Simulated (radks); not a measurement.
Valence configurations of Cd I (all share [Kr]). Method: scalar-relativistic Kohn-Sham, LDA (Slater exchange, Perdew-Wang correlation), spin-unpolarised, spherical densities, finite nucleus; Fermi nuclear charge, rms radius 4.6087 fm; computed with a radial shooting solver on a logarithmic mesh with Libxc functionals. Energies are relative to 4d10 5s2; eigenvalues in eV.

| valence | E (eV) | e(4d) | e(5p) | e(5s) |
|---|---|---|---|---|
| 4d10 5s2 | 0.000 | -11.899 | - | -5.955 |
| 4d10 5s1 5p1 | 4.788 | -13.788 | -2.255 | -7.217 |
| 4d9.5 5s2 5p0.5 | 5.790 | -14.674 | -2.073 | -7.171 |
| 4d9.5 5s1.5 5p1 | 8.380 | -15.542 | -2.474 | -7.736 |
| 4d10 5p2 | 9.911 | -15.377 | -2.943 | - |
| 4d9 5s2 5p1 | 12.604 | -17.359 | -2.699 | -8.258 |
| 4d9 5s1 5p2 | 18.307 | -18.887 | -3.368 | -9.212 |

NIST lists [Kr] 4d10 5s2 as the ground configuration; this level of theory agrees among the configurations tried. The energies are those of spherical spin-averaged densities, not of single terms.
